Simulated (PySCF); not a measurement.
`InChI=1S/C15H12O/c1-16-13-9-8-12-7-6-11-4-2-3-5-14(11)15(12)10-13/h2-10H,1H3`

Molfile (atoms numbered from 1):
```
C15H12O
     RDKit          3D

 28 30  0  0  0  0  0  0  0  0999 V2000
   -3.7466    1.3614    1.3716 C   0  0  0  0  0  0  0  0  0  0  0  0
   -3.7683    0.3903    0.3556 O   0  0  0  0  0  0  0  0  0  0  0  0
   -2.5849   -0.0806   -0.1291 C   0  0  0  0  0  0  0  0  0  0  0  0
   -2.7002   -1.0510   -1.1406 C   0  0  0  0  0  0  0  0  0  0  0  0
   -1.5762   -1.5911   -1.6962 C   0  0  0  0  0  0  0  0  0  0  0  0
   -0.2935   -1.2004   -1.2731 C   0  0  0  0  0  0  0  0  0  0  0  0
    0.8673   -1.7780   -1.8565 C   0  0  0  0  0  0  0  0  0  0  0  0
    2.1051   -1.4132   -1.4529 C   0  0  0  0  0  0  0  0  0  0  0  0
    2.2830   -0.4396   -0.4304 C   0  0  0  0  0  0  0  0  0  0  0  0
    3.5747   -0.0741   -0.0175 C   0  0  0  0  0  0  0  0  0  0  0  0
    3.7648    0.8578    0.9691 C   0  0  0  0  0  0  0  0  0  0  0  0
    2.6572    1.4534    1.5734 C   0  0  0  0  0  0  0  0  0  0  0  0
    1.3853    1.1129    1.1848 C   0  0  0  0  0  0  0  0  0  0  0  0
    1.1543    0.1620    0.1771 C   0  0  0  0  0  0  0  0  0  0  0  0
   -0.1667   -0.2271   -0.2559 C   0  0  0  0  0  0  0  0  0  0  0  0
   -1.3367    0.3203    0.2969 C   0  0  0  0  0  0  0  0  0  0  0  0
   -3.2598    2.2833    1.0368 H   0  0  0  0  0  0  0  0  0  0  0  0
   -3.2469    0.9909    2.2725 H   0  0  0  0  0  0  0  0  0  0  0  0
   -4.7902    1.5702    1.6017 H   0  0  0  0  0  0  0  0  0  0  0  0
   -3.6892   -1.3455   -1.4536 H   0  0  0  0  0  0  0  0  0  0  0  0
   -1.6615   -2.3352   -2.4750 H   0  0  0  0  0  0  0  0  0  0  0  0
    0.7330   -2.5193   -2.6316 H   0  0  0  0  0  0  0  0  0  0  0  0
    2.9867   -1.8541   -1.8960 H   0  0  0  0  0  0  0  0  0  0  0  0
    4.4215   -0.5461   -0.4955 H   0  0  0  0  0  0  0  0  0  0  0  0
    4.7618    1.1321    1.2813 H   0  0  0  0  0  0  0  0  0  0  0  0
    2.8043    2.1870    2.3528 H   0  0  0  0  0  0  0  0  0  0  0  0
    0.5542    1.5947    1.6756 H   0  0  0  0  0  0  0  0  0  0  0  0
   -1.2533    1.0664    1.0688 H   0  0  0  0  0  0  0  0  0  0  0  0
  1  2  1  0
  2  3  1  0
  3  4  2  0
  4  5  1  0
  5  6  2  0
  6  7  1  0
  7  8  2  0
  8  9  1  0
  9 10  2  0
 10 11  1  0
 11 12  2  0
 12 13  1  0
 13 14  2  0
 14 15  1  0
 15 16  2  0
 16  3  1  0
 15  6  1  0
 14  9  1  0
  1 17  1  0
  1 18  1  0
  1 19  1  0
  4 20  1  0
  5 21  1  0
  7 22  1  0
  8 23  1  0
 10 24  1  0
 11 25  1  0
 12 26  1  0
 13 27  1  0
 16 28  1  0
M  END
```

Method: TDDFT X3LYP/def2-SVPD excited states, vertical, gas phase (PySCF 2.14.0). Geometry: GFN2-xTB.

(1) Give the one- and two-photon strengths of the lowest singlets.

Results:

(1) δ for parallel linear polarisation; σ at the peak of a Lorentzian of half width 0.1 eV, single beam; Ω is circular over linear.
| state | E (eV) | f | photon λ (nm) | δ (au) | σ (GM) | Ω | main |
| --- | --- | --- | --- | --- | --- | --- | --- |
| S1 | 3.88 | 0.015 | 639 | 23.1 | 0.13 | 1.20 | HOMO→LUMO 0.69, HOMO−1→LUMO+1 0.13 |
| S2 | 4.13 | 0.094 | 600 | 211 | 1.32 | 0.73 | HOMO→LUMO+1 0.64, HOMO→LUMO 0.16 |
| S3 | 4.78 | 0.084 | 519 | 9.63 | 0.08 | 1.18 | HOMO−1→LUMO+1 0.60, HOMO→LUMO+2 0.12 |
| S4 | 4.89 | 0.500 | 507 | 334 | 2.93 | 0.64 | HOMO−1→LUMO 0.57, HOMO→LUMO+1 0.11 |
| S5 | 5.12 | 0.030 | 484 | 92.5 | 0.89 | 1.17 | HOMO−2→LUMO 0.67, HOMO−1→LUMO+2 0.15 |

Among these, the strongest one-photon state is S4, the strongest two-photon state S4, with a dipole change of 1.8 D (relaxed, norm of the difference vector).
